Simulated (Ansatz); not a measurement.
Consider the cleavage of the Si–Si bond: `F[Si](F)(Cl)[SiH2]Cl` + H₂S → `F[Si](F)(S)Cl` + `[SiH3]Cl`.

Calculated with Ansatz (gas phase, PBE0-D4/def2-TZVP geometries, no zero-point term in ΔE). CBS: MP2 limit from def2 TZ/QZ plus the TZ coupled-cluster correction, frozen cores. This one scheme is used for every species. DFT in def2-TZVPP. Each species was taken in one conformer, which may not be the lowest.

`F[Si](F)(Cl)[SiH2]Cl`:

Cartesian coordinates in Å:
```
F -0.927 -0.485 1.999
Si -0.909 -0.554 0.418
F -2.318 -0.025 -0.080
Cl -0.730 -2.498 -0.130
Si 0.815 0.754 -0.464
Cl 2.586 -0.051 0.188
H 0.710 2.153 0.013
H 0.773 0.706 -1.944
```

H₂S:

```xyz
3

S     0.483    0.276    0.272
H    -0.553    0.720   -0.454
H     0.070   -0.997    0.183
```

`F[Si](F)(S)Cl`:

Z-matrix (Å, degrees):
```
Si
F 1 1.575
S 1 2.095 2 106.6
F 1 1.577 2 107.6 3 120.6
Cl 1 2.020 2 109.4 3 -123.8
H 3 1.345 1 92.5 2 -175.9
```

`[SiH3]Cl`:

Cartesian coordinates in Å:
```
Si 0.069 -0.045 -0.099
Cl -1.031 0.669 1.482
H -0.343 -1.442 -0.365
H 1.504 0.011 0.263
H -0.199 0.807 -1.281
```

```tsv
level	ΔE (kJ/mol)	difference from CCSD(T)/CBS
LDA (SPW92)	-60.4	8.3
r2SCAN-D4	-68.6	0.1
ωB97X-V	-66.4	2.3
PBE-QIDH	-71.8	-3.1
revPBE	-58.1	10.6
r2SCAN	-69.5	-0.8
HF/def2-SVP	-73.7	-5.0
HF/def2-TZVPP	-76.9	-8.2
MP2/def2-TZVPP	-77.0	-8.3
SCS-MP2/def2-QZVPP	-75.1	-6.4
CCSD(T)/CBS	-68.7	0
```

Largest T1 diagnostic among the species: 0.011.

From BLYP to BHLYP (50 % exact exchange), in def2-TZVPP and without D4, ΔE moves by −10.5 kJ/mol. The D4 term adds +3.5 kJ/mol with B3LYP and +2.5 kJ/mol with PBE0; it sums over pairs of atoms, weighted by their polarisabilities, and B3LYP, whose exchange is more repulsive, gets the larger term.

CCSD(T)/CBS has its own doubt, a few kJ/mol and more with outer-core shells, so smaller differences from it don't rank the levels.

B3LYP here is the variant with VWN-RPA as its local correlation; programs differ in this.
